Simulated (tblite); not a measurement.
C5H8NO (doublet state).
Cartesian coordinates in Å at the GFN2-xTB level; atoms count from 1:
```xyz
15
C5H8NO angstrom
C     -1.0443   -0.8292   -0.3128
C     -1.3767    0.4089    0.4158
C     -0.5009    1.5243   -0.1491
N      0.7399    1.5193   -0.3103
C      1.6137    0.4423    0.0240
O      1.1198   -0.6547    0.7463
C      0.2417   -1.4975    0.0210
H     -1.5239   -1.0464   -1.2514
H     -2.4263    0.6789    0.3066
H     -1.1269    0.3017    1.4763
H     -1.0176    2.4139   -0.4936
H      2.0603    0.1102   -0.9308
H      2.4134    0.8657    0.6430
H      0.0859   -2.3608    0.6860
H      0.7376   -1.8686   -0.8928
```

Structure optimised with GFN2-xTB, isolated species. This method treats the open shell by occupation alone, without spin polarisation.

Masses are those of the commonest isotopes; rigid-rotor values at the optimised geometry. The values belong to one conformer with, in the numbering `[CH:1]1[CH2:2][CH:3]=[N:4][CH2:5][O:6][CH2:7]1`, C7–C1–C2–C3 75°, C1–C2–C3–N4 -51°, C3–N4–C5–O6 -9°, N4–C5–O6–C7 71°.

Problem. Give the principal moments of inertia and the rotational constants in GHz.

Solution. Ia = 135.81, Ib = 142.87, Ic = 242.24 u·Å²; 505379 MHz·u·Å²/I gives 3721, 3537 and 2086 MHz, that is A = 3.7212, B = 3.5374, C = 2.0862 GHz.

Problem. What kind of rotor is it?

Solution. An asymmetric top: κ = (2 × 3537 − 3721 − 2086)/(3721 − 2086) ≈ 0.78.

Problem. Is it planar, by Δ = Ic − Ia − Ib?

Solution. Not planar: Δ = Ic − Ia − Ib = -36.43 u·Å². For a rigid frame Δ = −2 Σ m c², so Σ m c² = 18.22 u·Å² lies off the ab plane: 7.43 from hydrogen and 10.79 from heavier atoms. The atom farthest from that plane is 1.50 Å away.

Problem. Give the other two planar moments, Paa and Pbb, and the rms extents of the mass along the axes.

Solution. Paa = Σ m a² = (Ib + Ic − Ia)/2 = 124.65 and Pbb = Σ m b² = (Ia + Ic − Ib)/2 = 117.59 u·Å². With the mass M = 98.06 u, the rms extents √(P/M) along a, b and c are 1.13, 1.10, 0.43 Å.

Problem. Estimate the classical rotational partition function at 10 K, 25 K and 50 K.

Solution. Point group C1, symmetry number σ = 1; q = (√π/σ)·√((kT/h)³/(ABC)), k/h = 20836.6 MHz/K: 1020 at 10 K, 4020 at 25 K, 11400 at 50 K.

For this open shell read J as N, the rotation without spin; fine and hyperfine splittings come on top. Its GFN2-xTB frequencies are all real (lowest 76 cm⁻¹). Constants of a rigid frame at the computed geometry: no zero-point averaging, no centrifugal distortion.
